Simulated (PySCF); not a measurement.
r2SCAN on C⁻ (carbon, charge -1), [He] 2s2 2p3, high-spin 4S determinant. All numbers are calculated (PySCF 2.14, scalar relativity by spin-free X2C-1e, in aug-cc-pCVTZ-DK (7s6p4d2f, 59 functions)).

```
cycle= 1 E= -37.9027394498313  delta_E= -0.0037  |g|= 0.0175  |ddm|= 0.218
cycle= 2 E= -37.9023808694921  delta_E= 0.000359  |g|= 0.0269  |ddm|= 0.106
cycle= 3 E= -37.9029791361083  delta_E= -0.000598  |g|= 0.00178  |ddm|= 0.0653
cycle= 4 E= -37.9029818958708  delta_E= -2.76e-06  |g|= 0.0003  |ddm|= 0.00451
cycle= 5 E= -37.9029820079576  delta_E= -1.12e-07  |g|= 3.51e-05  |ddm|= 0.00095
cycle= 6 E= -37.9029820116187  delta_E= -3.66e-09  |g|= 6.12e-06  |ddm|= 0.000272
cycle= 7 E= -37.9029820116679  delta_E= -4.92e-11  |g|= 3.18e-07  |ddm|= 2.33e-05
converged SCF energy = -37.9029820116679  <S^2> = 3.7546599  2S+1 = 4.0023293
```

Highest occupied orbital energy: 1.733 eV; ⟨L²⟩ = 0.00; populations by l: s 4.00, p 3.00, d 0.00, f 0.00.

Task: Can this result be used?

Result: With care. The calculation finished and met its thresholds. At r2SCAN the highest occupied level has a positive energy, so only the finite basis holds that electron; in a semilocal or global hybrid functional this comes from self-interaction and does not mean that the real anion is unbound.
